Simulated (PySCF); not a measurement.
C2H5N, singlet, at a GFN2-xTB geometry of the parent state; TPSS/6-31G* run with PySCF.

The PySCF input:
```python
from pyscf import gto, scf, dft

mol = gto.M(
    atom='''
C     1.18220412   -0.18704546    0.00761715
N    -0.13698691    0.02812507    0.44949271
C    -1.19713933    0.18377426   -0.35550450
H     1.53745989    0.64718989   -0.61480816
H     1.83221410   -0.29239572    0.87664903
H     1.25623146   -1.08844880   -0.61795110
H    -1.93125172   -0.61564286   -0.33659213
H    -1.64613406    1.17204923   -0.36642255
''',
    basis='6-31g*',
    verbose=4,
)

mf = dft.RKS(mol)
mf.xc = 'tpss'
mf.kernel()
```

It wrote (shortened):

```
PySCF version 2.14.0

[INPUT] verbose = 4
[INPUT] num. atoms = 8
[INPUT] num. electrons = 24
[INPUT] charge = 0
[INPUT] spin (= nelec alpha-beta = 2S) = 0
[INPUT] symmetry False subgroup None
[INPUT] Mole.unit = angstrom
[INPUT] Symbol           X                Y                Z      unit          X                Y                Z       unit  Magmom
[INPUT]  1 C      1.182204120000  -0.187045460000   0.007617150000 AA    2.234042010132  -0.353464692243   0.014394327350 Bohr   0.0
[INPUT]  2 N     -0.136986910000   0.028125070000   0.449492710000 AA   -0.258867742550   0.053148679534   0.849418116889 Bohr   0.0
[INPUT]  3 C     -1.197139330000   0.183774260000  -0.355504500000 AA   -2.262265466645   0.347283020145  -0.671806141050 Bohr   0.0
[INPUT]  4 H      1.537459890000   0.647189890000  -0.614808160000 AA    2.905378119604   1.223011642687  -1.161819041548 Bohr   0.0
[INPUT]  5 H      1.832214100000  -0.292395720000   0.876649030000 AA    3.462382850566  -0.552547830795   1.656626574066 Bohr   0.0
[INPUT]  6 H      1.256231460000  -1.088448800000  -0.617951100000 AA    2.373933408463  -2.056870132611  -1.167758337374 Bohr   0.0
[INPUT]  7 H     -1.931251720000  -0.615642860000  -0.336592130000 AA   -3.649536828395  -1.163396395944  -0.636066941384 Bohr   0.0
[INPUT]  8 H     -1.646134060000   1.172049230000  -0.366422550000 AA   -3.110742537718   2.214852049207  -0.692438265365 Bohr   0.0

nuclear repulsion = 71.0196935426205
number of shells = 28
number of NR pGTOs = 101
number of NR cGTOs = 52
basis = 6-31g*
ecp = {}

******** <class 'pyscf.dft.rks.RKS'> ********
method = RKS
initial guess = minao
damping factor = 0
level_shift factor = 0
DIIS = <class 'pyscf.scf.diis.CDIIS'>
diis_start_cycle = 1
diis_space = 8
diis_damp = 0
SCF conv_tol = 1e-09
SCF conv_tol_grad = None
SCF max_cycles = 50
direct_scf = True
direct_scf_tol = 1e-13
XC library pyscf.dft.libxc version 7.1.2
    S. Lehtola, C. Steigemann, M. J. T. Oliveira, and M. A. L. Marques,  SoftwareX 7, 1–5 (2018)
XC functionals = tpss
    J. Tao, J. P. Perdew, V. N. Staroverov, and G. E. Scuseria,  Phys. Rev. Lett. 91, 146401 (2003)
    J. P. Perdew, J. Tao, V. N. Staroverov, and G. E. Scuseria,  J. Chem. Phys. 120, 6898 (2004)
    J. Tao, J. P. Perdew, V. N. Staroverov, and G. E. Scuseria,  Phys. Rev. Lett. 91, 146401 (2003)
    J. P. Perdew, J. Tao, V. N. Staroverov, and G. E. Scuseria,  J. Chem. Phys. 120, 6898 (2004)
radial grids:
    Treutler-Ahlrichs [JCP 102, 346 (1995); DOI:10.1063/1.469408] (M4) radial grids

becke partition: Becke, JCP 88, 2547 (1988); DOI:10.1063/1.454033
pruning grids: <function nwchem_prune>
grids dens level: 3
symmetrized grids: False
atomic radii adjust function: <function treutler_atomic_radii_adjust>
small_rho_cutoff = 0
Set gradient conv threshold to 3.16228e-05
Initial guess from minao.
tot grids = 91184
init E= -133.971484903436
  HOMO = -0.224108279236078  LUMO = -0.168017536347309  gap/eV = 1.52631
cycle= 1 E= -133.810913651695  delta_E= 0.161  |g|= 0.461  |ddm|= 2.52
  HOMO = -0.0377947302345603  LUMO = -0.0256234186881477  gap/eV = 0.33120
cycle= 2 E= -133.250567729191  delta_E= 0.56  |g|= 1.31  |ddm|= 2.75
  HOMO = -0.120780265678902  LUMO = -0.0795466214089147  gap/eV = 1.12202
cycle= 3 E= -133.858985362495  delta_E= -0.608  |g|= 0.181  |ddm|= 2.78
  HOMO = -0.144792990036374  LUMO = -0.123326358997753  gap/eV = 0.58414
cycle= 4 E= -133.866122280952  delta_E= -0.00714  |g|= 0.0884  |ddm|= 0.283
  HOMO = -0.137165233531127  LUMO = -0.113287428535211  gap/eV = 0.64975
cycle= 5 E= -133.867670793281  delta_E= -0.00155  |g|= 0.0463  |ddm|= 0.111
  HOMO = -0.136104092331272  LUMO = -0.113463953432454  gap/eV = 0.61607
cycle= 6 E= -133.868242077487  delta_E= -0.000571  |g|= 0.00482  |ddm|= 0.0445
  HOMO = -0.136556428672802  LUMO = -0.113787871921187  gap/eV = 0.61956
cycle= 7 E= -133.868247724119  delta_E= -5.65e-06  |g|= 0.00143  |ddm|= 0.00582
  HOMO = -0.136452840232782  LUMO = -0.113637203084597  gap/eV = 0.62085
cycle= 8 E= -133.868248271695  delta_E= -5.48e-07  |g|= 0.000274  |ddm|= 0.00155
  HOMO = -0.136467197006002  LUMO = -0.113650101507306  gap/eV = 0.62088
cycle= 9 E= -133.868248290838  delta_E= -1.91e-08  |g|= 3.94e-05  |ddm|= 0.000241
  HOMO = -0.136465616191086  LUMO = -0.1136509096287  gap/eV = 0.62082
cycle= 10 E= -133.868248291297  delta_E= -4.58e-10  |g|= 3.76e-06  |ddm|= 4.15e-05
  HOMO = -0.136464932934887  LUMO = -0.113650759379395  gap/eV = 0.62081
Extra cycle  E= -133.868248291278  delta_E= 1.86e-11  |g|= 9.22e-06  |ddm|= 1.44e-05
converged SCF energy = -133.868248291278
```
